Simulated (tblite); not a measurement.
Compound: C3H8Ge2O2S.
SMILES with atom numbers: `[O:1]=[C:2]([OH:3])[Ge@@H:4]1[CH2:5][CH2:6][GeH2:7][S:8]1` (hydrogens: H9 on O3; H10 on Ge4; H11, H12 on C5; H13, H14 on C6; H15, H16 on Ge7)

Computed with GFN2-xTB (tblite), gas phase: L-BFGS steps from a force-field or distance-geometry start until the largest atomic force falls under 0.01 eV/Å.

The end geometry, which sets the zero of energy:
```
atom  x, y, z in Å
O1      3.5048   -0.7366    1.2526
C2      2.6272   -0.3050    0.5636
O3      2.8189    0.3106   -0.5963
Ge4     0.6670   -0.4099    0.9689
C5     -0.4296   -0.9669   -0.6227
C6     -1.8401   -0.4059   -0.5355
Ge7    -1.7902    1.5079    0.0238
S8     -0.1507    1.5964    1.5204
H9      3.7652    0.4024   -0.8105
H10     0.5203   -1.3306    2.1782
H11     0.0764   -0.5764   -1.5093
H12    -0.4388   -2.0555   -0.6991
H13    -2.4184   -0.9549    0.2111
H14    -2.3598   -0.5072   -1.4895
H15    -1.4870    2.4479   -1.1271
H16    -3.0728    1.9927    0.6600
```

Question: These geometries come from the run, each turned onto the end geometry. Order them by energy, lowest first.
A.
```
atom  x, y, z in Å
O1      3.4811   -1.0380    0.9667
C2      2.6105   -0.3452    0.5305
O3      2.8103    0.6503   -0.3212
Ge4     0.6487   -0.4634    0.9172
C5     -0.4681   -0.9823   -0.6629
C6     -1.8668   -0.4471   -0.4030
Ge7    -1.7053    1.5060   -0.0853
S8     -0.1254    1.5646    1.4896
H9      3.7544    0.7735   -0.5247
H10     0.4466   -1.4771    2.0343
H11    -0.0396   -0.5343   -1.5640
H12    -0.4758   -2.0631   -0.8033
H13    -2.2667   -0.8724    0.5235
H14    -2.5641   -0.6795   -1.2074
H15    -1.2797    2.2578   -1.3371
H16    -2.9675    2.1591    0.4358
```
B.
```
atom  x, y, z in Å
O1      3.4792   -1.0303    0.9950
C2      2.6363   -0.3331    0.5084
O3      2.8666    0.6357   -0.3659
Ge4     0.6705   -0.4418    0.9122
C5     -0.4938   -1.0021   -0.6433
C6     -1.9005   -0.4533   -0.4424
Ge7    -1.7416    1.4946   -0.0391
S8     -0.1314    1.5661    1.4914
H9      3.8160    0.7611   -0.5482
H10     0.5014   -1.3915    2.1045
H11    -0.0562   -0.5778   -1.5522
H12    -0.4994   -2.0899   -0.7481
H13    -2.3755   -0.9503    0.4071
H14    -2.5205   -0.6333   -1.3235
H15    -1.2936    2.2563   -1.2723
H16    -2.9651    2.1986    0.5050
```
C.
```
atom  x, y, z in Å
O1      3.5061   -0.8642    1.1451
C2      2.6222   -0.3271    0.5439
O3      2.7999    0.4343   -0.5278
Ge4     0.6679   -0.4242    0.9766
C5     -0.4400   -1.0011   -0.6008
C6     -1.8383   -0.4063   -0.5387
Ge7    -1.7670    1.5128    0.0068
S8     -0.1105    1.6084    1.4821
H9      3.7413    0.5369   -0.7568
H10     0.5119   -1.3281    2.1967
H11     0.0792   -0.6502   -1.4962
H12    -0.4750   -2.0914   -0.6455
H13    -2.4410   -0.9386    0.2007
H14    -2.3445   -0.5019   -1.5004
H15    -1.4815    2.4456   -1.1554
H16    -3.0383    2.0042    0.6583
```
D.
```
atom  x, y, z in Å
O1      3.4077   -1.0534    0.9812
C2      2.5982   -0.3247    0.5103
O3      2.8221    0.6641   -0.3382
Ge4     0.6501   -0.4930    0.9305
C5     -0.4704   -0.9634   -0.6646
C6     -1.8514   -0.4114   -0.3952
Ge7    -1.7091    1.5361   -0.0938
S8     -0.1202    1.5402    1.4548
H9      3.7601    0.8025   -0.5478
H10     0.4151   -1.5358    2.0459
H11    -0.0140   -0.5209   -1.5554
H12    -0.4939   -2.0503   -0.7852
H13    -2.2018   -0.8425    0.5491
H14    -2.5567   -0.6820   -1.1709
H15    -1.2583    2.2256   -1.3747
H16    -2.9852    2.1178    0.4427
```
E.
```
atom  x, y, z in Å
O1      3.4821   -0.9623    1.0566
C2      2.6326   -0.3201    0.5096
O3      2.8655    0.5574   -0.4556
Ge4     0.6748   -0.4263    0.9380
C5     -0.4757   -1.0215   -0.6062
C6     -1.8671   -0.4155   -0.5144
Ge7    -1.7577    1.5138   -0.0187
S8     -0.1362    1.5810    1.4946
H9      3.8185    0.6457   -0.6404
H10     0.5589   -1.3491    2.1490
H11     0.0151   -0.7008   -1.5281
H12    -0.5196   -2.1118   -0.6196
H13    -2.4425   -0.9146    0.2688
H14    -2.4131   -0.5410   -1.4505
H15    -1.4152    2.4185   -1.1888
H16    -3.0280    2.0558    0.5941
```

Answer: C (0.003 eV), E (0.008 eV), B (0.028 eV), A (0.065 eV), D (0.137 eV).

In the order of the answer:

```tsv
step	E above end (eV)	largest force (eV/Å)	rms force component (eV/Å)	rms distance from end (Å)	rms bond change (Å)	bond most changed (Å)
73	0.003	0.04	0.011	0.076	0.001	C6–Ge7 +0.002
54	0.008	0.03	0.012	0.148	0.002	Ge4–C5 +0.004
23	0.028	0.10	0.035	0.233	0.004	Ge4–C5 +0.011
10	0.065	0.17	0.063	0.275	0.005	Ge7–S8 +0.010
4	0.137	1.02	0.220	0.290	0.009	C6–Ge7 -0.019
```

The cost below is that of the whole relaxation. On one thread, Arm Neoverse N1 (aarch64) (shared host), this took 1.6 s wall.
